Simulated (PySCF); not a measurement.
**Atomic charges by several schemes**

C₈H₁₅P.
Atom-mapped SMILES: `[CH3:1][CH:2]=[P@:3]12[CH2:4][CH2:5][C@H:6]([CH2:7][CH2:8]1)[CH2:9]2` (hydrogens: H10, H11, H12 on C1; H13 on C2; H14, H15 on C4; H16, H17 on C5; H18 on C6; H19, H20 on C7; H21, H22 on C8; H23, H24 on C9)

Cartesian coordinates in Å at the GFN2-xTB level; atoms count from 1:
```
atom  x, y, z in Å
C1     3.136   -0.552   -0.757
C2     2.308    0.370    0.119
P3     0.638    0.002    0.262
C4    -0.283    1.289    1.180
C5    -1.630    1.407    0.439
C6    -1.704    0.286   -0.605
C7    -1.861   -1.079    0.087
C8    -0.515   -1.440    0.724
C9    -0.332    0.262   -1.275
H10    2.590   -0.798   -1.667
H11    3.436   -1.486   -0.274
H12    4.047   -0.025   -1.042
H13    2.736    0.504    1.117
H14    0.291    2.217    1.155
H15   -0.411    0.996    2.224
H16   -1.691    2.372   -0.069
H17   -2.470    1.346    1.132
H18   -2.525    0.461   -1.305
H19   -2.143   -1.828   -0.655
H20   -2.656   -1.033    0.832
H21   -0.569   -1.549    1.808
H22   -0.106   -2.370    0.321
H23   -0.060    1.210   -1.740
H24   -0.235   -0.542   -2.005
```

Density: PBE0/pcSseg-1 (PySCF); schemes: Mulliken, IAO, Hirshfeld and ESP-fitted. Geometry: GFN2-xTB; no solvent, vibrations or thermal averaging.

Atoms with like bonding are taken together and averaged. For which atoms does the sign change between the 4 schemes (beyond +0.03 e in one, beyond −0.03 e in another)?

C1 and C6.

Do the Mulliken, IAO, Hirshfeld and ESP-fitted schemes agree on where the charge is lowest?

All schemes agree: Mulliken C2 (-0.534); IAO C2 (-0.698); Hirshfeld C2 (-0.246); ESP-fitted C2 (-0.806).

What partial charge does each atom carry?

In e; atoms taken as equivalent share a row and are averaged (×n: the atom named and its like, n in all):

```json
{"atom": "C1", "environment": "methyl carbon", "Mulliken": "-0.273", "IAO": "-0.407", "Hirshfeld": "-0.139", "ESP-fitted": "+0.115"}
{"atom": "C2", "environment": "carbon bonded to C, P and H", "Mulliken": "-0.534", "IAO": "-0.698", "Hirshfeld": "-0.246", "ESP-fitted": "-0.806"}
{"atom": "P3", "environment": "phosphorus bonded to 4 C", "Mulliken": "+0.433", "IAO": "+1.104", "Hirshfeld": "+0.350", "ESP-fitted": "+0.528"}
{"atom": "C4/C8", "environment": "sp3 carbon bound to phosphorus", "Mulliken": "-0.346", "IAO": "-0.495", "Hirshfeld": "-0.115", "ESP-fitted": "-0.300"}
{"atom": "C5/C7", "environment": "ring CH2 carbon", "Mulliken": "-0.112", "IAO": "-0.262", "Hirshfeld": "-0.068", "ESP-fitted": "-0.064"}
{"atom": "C6", "environment": "sp3 carbon at a ring junction", "Mulliken": "-0.379", "IAO": "-0.109", "Hirshfeld": "-0.028", "ESP-fitted": "+0.061"}
{"atom": "C9", "environment": "sp3 carbon bound to phosphorus", "Mulliken": "-0.281", "IAO": "-0.486", "Hirshfeld": "-0.115", "ESP-fitted": "-0.187"}
{"atom": "H10/H11/H12", "environment": "methyl hydrogen", "Mulliken": "+0.106", "IAO": "+0.129", "Hirshfeld": "+0.027", "ESP-fitted": "+0.004"}
{"atom": "H13", "environment": "hydrogen on C2", "Mulliken": "+0.110", "IAO": "+0.129", "Hirshfeld": "+0.007", "ESP-fitted": "+0.216"}
{"atom": "H14/H22", "environment": "methylene hydrogen", "Mulliken": "+0.155", "IAO": "+0.155", "Hirshfeld": "+0.041", "ESP-fitted": "+0.099"}
{"atom": "H15/H21", "environment": "methylene hydrogen", "Mulliken": "+0.148", "IAO": "+0.146", "Hirshfeld": "+0.040", "ESP-fitted": "+0.106"}
{"atom": "H16/H19", "environment": "methylene hydrogen", "Mulliken": "+0.129", "IAO": "+0.139", "Hirshfeld": "+0.041", "ESP-fitted": "+0.050"}
{"atom": "H17/H20", "environment": "methylene hydrogen", "Mulliken": "+0.121", "IAO": "+0.136", "Hirshfeld": "+0.039", "ESP-fitted": "+0.049"}
{"atom": "H18", "environment": "methine hydrogen", "Mulliken": "+0.115", "IAO": "+0.137", "Hirshfeld": "+0.041", "ESP-fitted": "-0.007"}
{"atom": "H23/H24", "environment": "methylene hydrogen", "Mulliken": "+0.151", "IAO": "+0.151", "Hirshfeld": "+0.046", "ESP-fitted": "+0.094"}
```

Mean size of the charges over all atoms: IAO 0.268 e, Mulliken 0.199 e, ESP-fitted 0.147 e, Hirshfeld 0.075 e. Each set sums to the total charge, 0, to within 0.001 e. The ESP scheme fits charges at the nuclei, held to the total charge, to the electrostatic potential on points at 1.4 to 2.0 times the van der Waals radii. The Mulliken scheme gives each basis function's population to the atom it is centred on and halves the overlap population of two atoms between them.

Some averages cover members that differ in this geometry: C4/C8, ESP-fitted -0.372 to -0.228; H15/H21, ESP-fitted +0.062 to +0.150; C5/C7, ESP-fitted -0.097 to -0.031; H10/H11/H12, ESP-fitted -0.016 to +0.040 e.

How closely do the schemes follow one another over all atoms?

Correlation coefficient and root-mean-square difference: IAO with Hirshfeld 0.99, 0.251 e; Mulliken with IAO 0.92, 0.171 e; Mulliken with Hirshfeld 0.89, 0.145 e; Hirshfeld with ESP-fitted 0.83, 0.156 e; IAO with ESP-fitted 0.83, 0.208 e; Mulliken with ESP-fitted 0.78, 0.153 e.

Sum the charges by element, for elements with more than one atom.

```csv
element,atoms,Mulliken,IAO,Hirshfeld,ESP-fitted
C,8,-2.384,-3.214,-0.895,-1.545
H,15,+1.951,+2.110,+0.544,+1.017
```

How many electrons does the Mulliken scheme count on C7?

Its own charge is -0.110 e, so Z − q = 6.110.
